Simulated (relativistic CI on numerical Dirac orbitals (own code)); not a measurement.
# Pd4+: 3d photoemission

Computed with this model: Dirac-Coulomb-Breit CI, orbitals from a KLI potential per configuration, a model potential for QED, valence Slater integrals scaled by 0.8, multiplet model of photoemission in the sudden approximation; configurations [Kr] 4d6 → [Ar] 3d9 4s2 4p6 4d6; 300 K; Lorentzian 0.21 eV and Gaussian 0.5 eV FWHM. Energies are those of the free ion, without screening or charge transfer. The energies are binding energies and can lie tens of eV above those of solids. S is read from ⟨S²⟩ = S(S + 1).

free ion: ground-state S = 1.98, centroid 407.75 eV. Peaks (eV, height): 404.0 (92), 405.1 (100), 407.1 (14), 408.8 (37), 410.3 (37), 411.8 (24), 412.4 (20), 413.9 (8), 415.4 (26).

Strongest unbroadened transitions for free ion:

```
Energy (eV)  Relative strength
     403.76               15.2
     404.00              100.0
     404.50               21.3
     404.52               21.9
     404.91               15.1
     405.04               61.5
     405.16               19.4
     405.33               15.6
     405.36               12.1
     405.55               43.8
     405.90               10.7
     407.09               14.0
     408.70               24.9
     409.93               11.4
     410.33               18.7
     411.73               11.4
     412.53               12.9
     415.34               18.5
```
